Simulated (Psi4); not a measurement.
Approach curve of the dimer HBr ··· Br2 (SMILES Br and BrBr), singlet. Monomers: optimised at B3LYP-D3(BJ) (def2-TZVP), held rigid. Orientation: lowest of the rigid-body minima from ten starts at GFN2-xTB (searched outside a hard wall at short contacts). Only R, the distance of the centres of mass, is varied, so the lowest point isn't the relaxed dimer. The shortest distances reach bonding range, where SAPT0 and rigid monomers are unreliable.

Levels of theory: PBE/def2-TZVP, counterpoise-corrected (Psi4); PBE-D3(BJ)/def2-TZVP, counterpoise-corrected (Psi4); wB97X-D/def2-TZVP, counterpoise-corrected (Psi4).

Interaction energies in kcal/mol; the last columns give the difference from wB97X-D:

```csv
R / Å,PBE/def2-TZVP,PBE-D3(BJ)/def2-TZVP,wB97X-D/def2-TZVP,PBE/def2-TZVP − wB97X-D/def2-TZVP,PBE-D3(BJ)/def2-TZVP − wB97X-D/def2-TZVP
3.94,0.96,-0.19,5.15,-4.20,-5.34
4.14,-1.66,-2.73,1.05,-2.71,-3.78
4.33,-2.38,-3.36,-0.69,-1.68,-2.67
4.56,-2.28,-3.16,-1.37,-0.91,-1.79
4.71,-2.01,-2.83,-1.42,-0.60,-1.41
4.99,-1.47,-2.14,-1.22,-0.24,-0.92
5.31,-0.96,-1.48,-0.94,-0.02,-0.54
5.85,-0.45,-0.76,-0.57,0.12,-0.19
6.55,-0.16,-0.31,-0.27,0.11,-0.04
7.52,-0.05,-0.10,-0.10,0.05,-0.01
8.80,-0.02,-0.03,-0.03,0.02,0.00
```

PBE/def2-TZVP is furthest from wB97X-D/def2-TZVP at 3.94 (-4.20 kcal/mol, below); its mean absolute difference over the points is 0.97 kcal/mol.

PBE-D3(BJ)/def2-TZVP is furthest from wB97X-D/def2-TZVP at 3.94 (-5.34 kcal/mol, below); its mean absolute difference over the points is 1.52 kcal/mol.
